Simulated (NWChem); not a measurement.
System: heptafluoropropyl methyl ether (C$_{4}$H$_{3}$F$_{7}$O); SMILES COC(F)(F)C(F)(F)C(F)(F)F

The following NWChem deck was run.

```
start job
memory heap 200 mb stack 900 mb global 1100 mb
geometry units angstroms noautosym nocenter noautoz
  C      1.449020     2.655474     0.386546
  O      0.928112     1.320813     0.543371
  C     -0.195976     1.045239    -0.145056
  F     -1.221193     1.883908     0.182226
  F     -0.023297     1.173130    -1.492526
  C     -0.654575    -0.399411     0.165286
  F     -1.741667    -0.662095    -0.596928
  F     -1.002226    -0.472476     1.470668
  C      0.387573    -1.509507    -0.107928
  F      0.864721    -1.410812    -1.357051
  F      1.406240    -1.431030     0.754932
  F     -0.201723    -2.705120     0.033201
  H      0.729192     3.390473     0.755647
  H      1.688002     2.851044    -0.662115
  H      2.356084     2.682243     0.989317
end
basis spherical
  C library 6-31g*
  O library 6-31g*
  F library 6-31g*
  H library 6-31g*
end
dft
  xc b3lyp
  iterations 150
  semidirect filesize 400000000
end
property
  response 1 0.0773
end
task dft property
```

Coordinates come from a B3LYP/6-31G* (spherical d) optimisation. Not confirmed as a minimum by frequencies.

Field at 589 nm.

Q: Predict the main results of this run. (B3LYP/6-31G* (spherical d).) Quantities: isotropic polarisability (bohr³); anisotropy (bohr³).

A: The isotropic polarisability (bohr³) is 48.2 and the anisotropy (bohr³) is 10.6.
